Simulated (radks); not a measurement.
Excited configurations of Yb+: one electron is placed in a higher orbital outside [Xe] 4f14. The ground configuration is [Xe] 4f14 6s1. Method: scalar-relativistic Kohn-Sham, r2SCAN, spin-polarised, spherical densities, finite nucleus; open shells are filled with parallel spins first (spin-orbit coupling, left out, can overturn this in heavy ions); meta-GGA in the generalised Kohn-Sham scheme; Fermi nuclear charge, rms radius 5.3108 fm; computed with a radial shooting solver on a logarithmic mesh with Libxc functionals. Excitation = E - E(ground); binding = E(ion) - E, where the ion is the core of charge +2; n* = 2/sqrt(2 binding) in atomic units, and the quantum defect is n - n*.

| outer orbital | excitation (eV) | binding (eV) | n* | eigenvalue (eV) |
|---|---|---|---|---|
| 5d | 3.101 | 9.057 | 2.451 | -5.629 |
| 6p | 3.799 | 8.359 | 2.552 | -6.535 |
| 6d | 7.541 | 4.617 | 3.433 | -3.459 |
| 6f | 9.898 | 2.260 | 4.907 | -1.729 |
| 7s | 6.523 | 5.635 | 3.108 | -4.527 |
| 7p | 7.794 | 4.364 | 3.531 | -3.485 |
| 7d | 9.340 | 2.818 | 4.395 | -2.209 |
| 7f | 10.559 | 1.599 | 5.834 | -1.260 |

The Delta-SCF ionisation energy is 12.158 eV (NIST Atomic Spectra Database: 12.179 eV, measured). Self-interaction in the functional shifts the binding energies and quantum defects, so they are the method's values and not measured ones.
